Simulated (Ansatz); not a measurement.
`[OH][GaH][Cl]` + H–F → `[OH][GaH][F]` + HCl at 298.15 K and 1 bar (ligand exchange at a Ga–Cl bond).

Calculated with Ansatz (gas phase, PBE0-D4/def2-TZVP geometries, no zero-point term in ΔE). CBS: MP2 limit from def2 TZ/QZ plus the TZ coupled-cluster correction, frozen cores. This one scheme is used for every species. For Ga outer-core shells are correlated without core-valence functions, which leaves a few kJ/mol of doubt a bond. Scalar relativity is left out up to krypton. One conformer a species, not always the lowest.

```
        species  CCSD(T)/CBS energy (Eh)  H − E (kJ/mol)  S (J/(mol·K))
`[OH][GaH][Cl]`              -2460.17745            72.0          299.6
            H–F               -100.39570            33.5          173.6
 `[OH][GaH][F]`              -2100.17635            72.9          288.6
            HCl               -460.38127            26.6          186.8
```

H − E and S are ideal-gas, rigid-rotor, harmonic terms from PBE0-D4/def2-TZVP, for one conformer and one mirror image of each species. 1 Eh = 2625.50 kJ/mol, R = 8.31446 J/(mol·K).

Question: By hand: ΔE, ΔH, ΔS and ΔG.

Answer: ΔE = (-2100.17635) + (-460.38127) − (-2460.17745) − (-100.39570) = 0.01553 Eh = 40.8 kJ/mol. Δ(H − E) = 72.9 + 26.6 − 72.0 − 33.5 = -6.0, so ΔH = 34.8 kJ/mol. ΔS = 288.6 + 186.8 − 299.6 − 173.6 = 2.2 J/(mol·K). ΔG = 34.8 − 298.15 × (2.2)/1000 = 34.1 kJ/mol.

Question: By hand: the equilibrium constant, and the temperature at which ΔG would vanish if ΔH and ΔS stayed fixed.

Answer: log₁₀ K = −ΔG/(RT ln 10) = -6.0. ΔG = 0 at ΔH/ΔS = 15818 K, far beyond where these terms or the molecules hold.

The number of gas molecules stays the same, so ΔS is small and ΔH decides. A doubt of 5 kJ/mol in ΔE shifts log₁₀ K by 0.9 here. Other conformers and mirror images would add mixing entropy, several J/(mol·K) or more a flexible species. These are equilibria of isolated gas molecules and say nothing of rates. Largest T1 diagnostic: 0.015 (customary marks: 0.02 for closed shells, 0.045 for open ones).
